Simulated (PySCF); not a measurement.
Ligand exchange on a metal centre used in film growth or etching (Mo Cl-NH2). Isolated molecules, 0 K electronic values unless said otherwise. One relaxed conformer stands for each flexible species; it need not be the lowest. In the def2 sets, heavy atoms carry core potentials. All members: neutral, multiplicity 1. Level: B3LYP-D3(BJ)/def2-TZVP // TPSS-D3(BJ)/def2-SVP (PySCF), beside PBE-D3(BJ)/def2-TZVP // TPSS-D3(BJ)/def2-SVP (PySCF) at the same geometries. B3LYP has the VWN-RPA correlation part, as in Gaussian.  Orbital energies are measured against the vacuum level.

```
species          HOMO, PBE (eV)  HOMO, B3LYP-D3(BJ) (eV)
---------------  --------------  -----------------------
[Mo(Cl)6]                 -7.84                    -8.91
[Mo(Cl)5(NH2)]            -7.08                    -8.18
[Mo(Cl)4(NH2)2]           -6.72                    -7.79
[Mo(Cl)3(NH2)3]           -6.67                    -7.71
[Mo(Cl)2(NH2)4]           -5.71                 withheld
[Mo(NH2)6]                -4.91                    -5.94
```

**Question.** Fit y = a + b·x, y being the HOMO at the first level, to the 5 complete rows by least squares, with x = the PBE value in eV. Give a, b and the rms residual, and predict the withheld value.

**Answer.** Means of the 5 rows: x̄ = -6.644, ȳ = -7.706 eV. Σ(x − x̄)² = 4.6337 and Σ(x − x̄)(y − ȳ) = 4.7154, so b = 1.018 and a = ȳ − b·x̄ = -0.942 eV. The rms residual is 0.018 eV. At x = -5.71 the line gives -6.75 eV. The run for [Mo(Cl)2(NH2)4] gave -6.75 eV, so the line is off by 0.00 eV, within twice the rms residual.

Codes: PySCF.
